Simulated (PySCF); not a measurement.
# Potential energy of LiHg along the bond

Set-up: basis Li def2-SVP, Hg def2-SVP with ECP60; scalar-relativistic core potentials; PySCF 2.14. Energies in eV from Li + Hg in their ground configurations at the same level. State: ²Σ⁺ (doublet), unpaired electrons σ ↑.

All columns are r²SCAN. A positive dipole means Li(−)Hg(+).

```csv
R (Å),E (eV),μ (D),Mulliken charge on Li (basis-dependent),HOMO (eV),LUMO (eV),Mayer bond order,⟨S²⟩
2.742,-0.108,-0.23,0.12,-2.98,-1.48,0.50,0.75
2.869,-0.136,-0.34,0.11,-3.02,-1.50,0.46,0.75
2.997,-0.148,-0.43,0.10,-3.05,-1.51,0.41,0.75
3.092,-0.151,-0.48,0.09,-3.08,-1.52,0.38,0.75
3.188,-0.150,-0.52,0.08,-3.10,-1.53,0.35,0.75
3.284,-0.146,-0.55,0.07,-3.12,-1.52,0.32,0.75
3.411,-0.139,-0.57,0.07,-3.14,-1.52,0.28,0.75
3.571,-0.126,-0.58,0.06,-3.17,-1.51,0.23,0.75
3.762,-0.110,-0.55,0.05,-3.19,-1.50,0.18,0.75
4.017,-0.089,-0.50,0.04,-3.20,-1.46,0.13,0.75
```

A fit through these points gives, at Re = 3.109 Å, μ = -0.49 D and dμ/dR = -0.465 D/Å; the reduced mass is 6.78 u.

Problem. How strong is the fundamental in the double-harmonic approximation, I = 42.26·(dμ/dR)²/μred km/mol?

Solution. I = 42.26·(-0.465)²/6.78 = 1.35 km/mol at r²SCAN.

The bond is weak. Basis-set superposition, not corrected here, can be much of De in a small basis, most of all at correlated wavefunction levels. Functionals without a dispersion term scatter widely for such bonds, and LDA overbinds them. Spin–orbit coupling is left out. The state was picked by a PBE0 search and need not be the measured ground state.
